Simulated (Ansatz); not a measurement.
Basis-set extrapolation for H$_{8}$N$_{2}$OSi$_{2}$ (`N[SiH](N)O[SiH3]`) (PBE0-D4/def2-TZVP geometry, frozen core, Ansatz). Multiplicity 1, RHF reference.

```
                      def2-TZVPP   def2-QZVPP
                 HF  -766.570501  -766.599508
    MP2 correlation    -0.911117    -0.980738
CCSD(T) correlation    -0.991047      not run
```

Energies in hartree. Use E(X) = E(∞) + A·exp(−7.88·√X) for Hartree–Fock and E(X) = E(∞) + B·X^(−2.97) for correlation, with X = 3 and 4, and add CCSD(T) minus MP2 of the smaller set to the MP2 limit.

**Question.** What is the CCSD(T) energy at the basis-set limit?

**Answer.** HF limit: -766.599508 + (-0.029007) × 0.13774 = -766.60350. MP2 limit: -0.980738 + (-0.069621) × 0.74074 = -1.03231. Higher-order term: -0.991047 − (-0.911117) = -0.07993. Total: -767.71574 hartree, 96.8 kcal/mol below CCSD(T)/def2-TZVPP.
